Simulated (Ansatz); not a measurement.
Consider the silylene formation by 1,1-elimination: `N[SiH](O)[SiH2][SiH3]` → `O[SiH2][SiH3]` + `N[SiH]`.

Computed with Ansatz on PBE0-D4/def2-TZVP structures; ΔE is electronic, products minus reactants. CCSD(T)/CBS is the MP2 limit (def2-TZVPP, def2-QZVPP) plus CCSD(T) − MP2 in def2-TZVPP, frozen cores. This one scheme is used for every species. DFT in def2-TZVPP. B3LYP here is the variant with VWN-RPA as its local correlation; programs differ in this. Each species was taken in one conformer, which may not be the lowest.

```
             level  ΔE (kJ/mol)  difference from CCSD(T)/CBS
            PBE-D4        192.1                          4.7
         r2SCAN-D4        203.0                         15.6
           ωB97X-V        195.7                          8.3
             B3LYP        162.2                        -25.2
     HF/def2-TZVPP        164.4                        -23.0
   CCSD/def2-TZVPP        177.5                         -9.9
CCSD(T)/def2-TZVPP        180.6                         -6.8
SCS-MP2/def2-QZVPP        183.7                         -3.7
      HF/CBS(def2)        164.1                        -23.3
     MP2/CBS(def2)        199.2                         11.8
       CCSD(T)/CBS        187.4                            0
```

Largest T1 diagnostic among the species: 0.015.

The D4 term adds +18.2 kJ/mol with B3LYP and +10.4 kJ/mol with PBE0; it sums over pairs of atoms, weighted by their polarisabilities, and B3LYP, whose exchange is more repulsive, gets the larger term. From PBE to PBE0 (25 % exact exchange), in def2-TZVPP and without D4, ΔE moves by +12.0 kJ/mol.
